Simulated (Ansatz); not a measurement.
Molecule: CH₂Cl₃Si (charge 0, doublet). It need not be the lowest isomer of its formula. 
Structure (B3LYP-D3(BJ)/def2-TZVP (Ansatz, an electronic-structure program) minimum search):
SMILES: [CH2][Si](Cl)(Cl)Cl
```xyz
7

Si    -0.2824    -0.0042     0.0447
Cl     0.2736     1.8252    -0.6851
Cl     0.2296    -1.4567    -1.3037
Cl     0.7704    -0.3456     1.7719
C     -2.0728    -0.0379     0.3539
H     -2.6236     0.8576     0.6134
H     -2.6382    -0.9611     0.3248
```
Charge 0, spin multiplicity 2.

Basis-set convergence of Hartree-Fock and CCSD(T) correlation energies (hartree) with Ansatz. Correlated levels leave the core frozen unless marked. Open shells are spin-unrestricted. Spin-orbit coupling is left out. Non-relativistic.

```csv
basis,functions,E(HF),"E(corr, CCSD(T))"
cc-pV(D+d)Z,116,-1706.61797,-0.68601
cc-pV(T+d)Z,214,___,___
```

**Question.** What belongs in the gaps?

**Answer.** 
- cc-pV(T+d)Z, E(HF): -1706.69428
- cc-pV(T+d)Z, E(corr, CCSD(T)): -0.91657
